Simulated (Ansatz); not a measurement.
A run for Ansatz (a program for electronic structure): R-wB97M-V/def2-TZVPP on CH6OSn (SMILES C[O][SnH3]), a point of a torsion scan. Elements past Kr take the def2 small-core potentials; no spin–orbit coupling.

Ansatz 0.2 input:
```yaml
crystal:
  periodic: [false, false, false]
  atoms:
    - {symbol: C, position_ang: [1.51382130, -0.16462614, 0.02939196]}
    - {symbol: O, position_ang: [0.33760568, 0.19570169, -0.64096309]}
    - {symbol: Sn, position_ang: [-1.50489600, 0.17096770, 0.03549420]}
    - {symbol: H, position_ang: [2.24992726, -0.41179346, -0.73613237]}
    - {symbol: H, position_ang: [1.89742511, 0.66220007, 0.63137086]}
    - {symbol: H, position_ang: [1.38283813, -1.03431212, 0.67737876]}
    - {symbol: H, position_ang: [-1.92351518, 1.72445185, 0.48044800]}
    - {symbol: H, position_ang: [-1.61830191, -0.90387956, 1.31649808]}
    - {symbol: H, position_ang: [-2.31199417, -0.29928636, -1.32842907]}
basis:
  gaussian:
    orbitals: def2-TZVPP
hamiltonian:
  xc: {name: wB97M-V}
scf: {lower_state_search: off}
```

Problem. What total energy does the run end on?

Solution. -331.1479 hartree.

Problem. How many basis functions does it have, and what does it roughly cost on one machine?

Solution. 196 functions; very roughly 12 core-seconds.
